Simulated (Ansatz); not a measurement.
Ansatz (a program for electronic structure) input (B3LYP-D3(BJ)/def2-TZVP):

Ansatz 0.2 input:
```yaml
crystal:
  periodic: [false, false, false]
  atoms:
    - {symbol: Cd, position_ang: [-0.25109247, -0.79782338, -0.38106613]}
    - {symbol: Cl, position_ang: [1.30828566, 1.28674475, -0.42634009]}
    - {symbol: Cl, position_ang: [-0.59931869, 0.96593302, 1.50229152]}
basis:
  gaussian:
    orbitals: def2-TZVP
hamiltonian:
  xc: b3lyp
  dispersion: d3bj
magnetization: {spin_polarized: true, initial_magnetization: 2}
phonons: {temperatures: {t_min: 298.15, t_max: 298.15, t_step: 100}}
```

Output:

```
Functional definition: B3LYP
integrals: 0.04 GiB planned
924 factors; their error is unknown
mean field: 0.59 GiB planned
mean field evaluation 1: about -29612.0795 eV, gradient 1.4e1 eV
mean field evaluation 2: about -29611.3322 eV, gradient 2.0e1 eV
mean field evaluation 4: about -29613.1777 eV, gradient 6.0e-1 eV
mean field evaluation 8: about -29613.2994 eV, gradient 1.7e-1 eV
mean field evaluation 16: about -29613.2995 eV, gradient 2.4e-4 eV
mean field -29613.29950048 eV, -1088.2686840274 hartree, gradient 9.6e-6 eV, S^2 2.005233; 3 other end points of the search recorded, 0 dependent functions left out
the calculation of the forces begins
reference -29613.29972265 eV, -1088.2686921920 hartree; 28, 26 occupied and 86, 88 virtual orbitals, 924 factors
these checks for a lower state are left out or cut short: stability, starts, cluster_reference, orbital_swaps, neighbouring_geometries, increment
integrals: 0.04 GiB planned
924 factors; their error is unknown
mean field: 0.58 GiB planned
mean field evaluation 32: about -29613.2995 eV, gradient 2.6e-4 eV
mean field -29613.29947457 eV, -1088.2686830751 hartree, gradient 1.8e-6 eV, S^2 2.005231; 0 other end points of the search recorded, 0 dependent functions left out
the calculation of the forces begins
reference -29613.29969672 eV, -1088.2686912389 hartree; 28, 26 occupied and 86, 88 virtual orbitals, 924 factors
these checks for a lower state are left out or cut short: stability, starts, cluster_reference, orbital_swaps, neighbouring_geometries, increment
integrals: 0.04 GiB planned
924 factors; their error is unknown
mean field: 0.59 GiB planned
mean field -29613.29951070 eV, -1088.2686844030 hartree, gradient 1.4e-6 eV, S^2 2.005235; 0 other end points of the search recorded, 0 dependent functions left out
the calculation of the forces begins
reference -29613.29973289 eV, -1088.2686925683 hartree; 28, 26 occupied and 86, 88 virtual orbitals, 924 factors
these checks for a lower state are left out or cut short: stability, starts, cluster_reference, orbital_swaps, neighbouring_geometries, increment
integrals: 0.04 GiB planned
924 factors; their error is unknown
mean field: 0.59 GiB planned
mean field -29613.29953347 eV, -1088.2686852395 hartree, gradient 1.8e-6 eV, S^2 2.005240; 0 other end points of the search recorded, 0 dependent functions left out
the calculation of the forces begins
reference -29613.29975567 eV, -1088.2686934055 hartree; 28, 26 occupied and 86, 88 virtual orbitals, 924 factors
these checks for a lower state are left out or cut short: stability, starts, cluster_reference, orbital_swaps, neighbouring_geometries, increment
integrals: 0.04 GiB planned
924 factors; their error is unknown
mean field: 0.58 GiB planned
mean field -29613.29944760 eV, -1088.2686820841 hartree, gradient 2.1e-6 eV, S^2 2.005226; 0 other end points of the search recorded, 0 dependent functions left out
the calculation of the forces begins
reference -29613.29966973 eV, -1088.2686902472 hartree; 28, 26 occupied and 86, 88 virtual orbitals, 924 factors
these checks for a lower state are left out or cut short: stability, starts, cluster_reference, orbital_swaps, neighbouring_geometries, increment
integrals: 0.04 GiB planned
924 factors; their error is unknown
mean field: 0.59 GiB planned
mean field evaluation 64: about -29613.2995 eV, gradient 2.6e-4 eV
mean field -29613.29951143 eV, -1088.2686844298 hartree, gradient 2.3e-6 eV, S^2 2.005235; 0 other end points of the search recorded, 0 dependent functions left out
the calculation of the forces begins
reference -29613.29973362 eV, -1088.2686925950 hartree; 28, 26 occupied and 86, 88 virtual orbitals, 924 factors
these checks for a lower state are left out or cut short: stability, starts, cluster_reference, orbital_swaps, neighbouring_geometries, increment
integrals: 0.04 GiB planned
924 factors; their error is unknown
mean field: 0.59 GiB planned
mean field -29613.29948090 eV, -1088.2686833077 hartree, gradient 2.5e-6 eV, S^2 2.005231; 0 other end points of the search recorded, 0 dependent functions left out
the calculation of the forces begins
reference -29613.29970305 eV, -1088.2686914716 hartree; 28, 26 occupied and 86, 88 virtual orbitals, 924 factors
Total energy: -29613.48445000 eV, -1088.2754807969 hartree
Atom 0 at    -0.251092    -0.797823    -0.381066 Å, force     0.000173     0.000550     0.000263 eV/Å
Atom 1 at     1.308286     1.286745    -0.426340 Å, force     0.000501    -0.000176    -0.000725 eV/Å
Atom 2 at    -0.599319     0.965933     1.502292 Å, force    -0.000674    -0.000374     0.000463 eV/Å
Dipole moment:    -0.192824    -0.612681    -0.292636 e Å
Vibrations: 140.77 161.67 253.90 cm⁻¹, zero-point energy 0.034489 eV
```

The spin state was set by rule; other spins were not relaxed.
